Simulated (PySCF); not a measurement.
A structure optimised at PBE-D3(BJ)/def2-TZVPD, used in a PySCF frequency run:

```
O
H 1 0.9663
K 1 2.2318 2 180.00
```
Charge 0, spin multiplicity 1.

### Question
Write its SMILES, formula and point group.

### Answer
[OH][K], HKO, C∞v

### Question
What are its rotational constants (standard atomic weights)?

### Answer
8.0236 GHz (linear rotor, B only)
